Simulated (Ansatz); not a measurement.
Question: Name a neutral molecule of N, O, Ta and H with HOMO energy (ωB97M-V/def2-TZVPP) between -9.25 and -8.95 eV and size of the dipole moment (B3LYP/def2-TZVPP) between 3.65 and 3.95 D (Ansatz, PBE0-D4/def2-TZVP geometry).

Answer: `[NH2][Ta]([NH2])([NH2])=[O]` (-9.22 eV, 3.88 D). Other molecules can fit too; these were computed, each in one conformer that needn't be the lowest.

B3LYP here is the variant with VWN-RPA as its local correlation; programs differ in this.
